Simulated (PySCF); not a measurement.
## What an electron can do to ZnN

PBE in PySCF with def2-TZVPPD on every atom, for the lowest determinant that a PBE0 search found; no spin–orbit coupling.

| species | state (unpaired electrons) | Re (Å) | ωe (cm⁻¹) | energy of the minimum from the neutral (eV) | De (eV) | dissociates to |
| --- | --- | --- | --- | --- | --- | --- |
| ZnN | quartet (σ ↑, π ↑↑) | 2.041 | 359 | 0.00 | 0.59 | Zn + N |
| ZnN⁺ | triplet (π ↑↑) | 1.940 | 494 | 8.41 | 1.58 | Zn⁺ + N |

Q: Work out the lowest energy to break ZnN into atoms, from its vibrational ground state.

A: D0 = De − ωe/2 = 0.59 − 0.02 = 0.57 eV (PBE/def2-TZVPPD).

Q: Work out the ionisation energy of the Zn atom at this level and the threshold of dissociative ionisation.

A: IE(Zn) = 8.41 + 1.58 − 0.59 = 9.40 eV, so Zn⁺ + N + e⁻ appears at D0 + IE(Zn) = 9.97 eV (PBE/def2-TZVPPD). The measured IE(Zn) is 9.394 eV (NIST ASD).

These are thermodynamic thresholds; the onsets seen under electron impact lie higher where the geometry changes, and cross-sections peak well above them.

For an ion De counts to the pair picked by the measured ionisation energies or electron affinities, which need not be the lowest pair at this level. States were picked by a PBE0 search and need not be the measured ground states.
